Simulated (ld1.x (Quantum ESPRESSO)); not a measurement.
PBE TM dataset for gallium (Ga), scalar-relativistic all-electron reference.

gallium (Ga), norm-conserving Troullier–Martins (Kleinman–Bylander form), made with ld1.x (Quantum ESPRESSO) 7.5 (PBE, scalar-relativistic). Core [Ar] 3d10, reference 4s1 4p2. Waves: 4p (bound): rc 2.50 bohr; 4s (bound): rc 1.60 bohr. Local part: the s channel. Core correction: Bessel-smoothed model core, default radius (core density twice the valence density).

(1) Estimate the cutoffs (Ry, on a coarse ladder) from which the occupation-weighted sum of valence levels, in a spherical-Bessel basis at the reference potential, stays within 10 and 1 mRy of its value at 400 Ry.

(2) What does a ghost test show?

(3) Which valence shell sets the plane-wave cutoff?

(4) Tests: 4s2 4p1; 4s2 4p0; 4s1 4p0; 4s2 4p1.3; 4s2 4p0.5; 4s0 4p3; 4s1 4p1. Which has the largest error in its energy relative to the reference configuration, and how large is it?

Results:

(1) 12 Ry and 35 Ry.

(2) No extra level below or beside the all-electron valence levels (p, s, d, f tested).

(3) 4s: its level needs 35 Ry to come within 1 mRy, against 12 Ry for 4p.

(4) 4s1 4p0, with -89 meV (all-electron minus pseudo) on +20.28 eV.
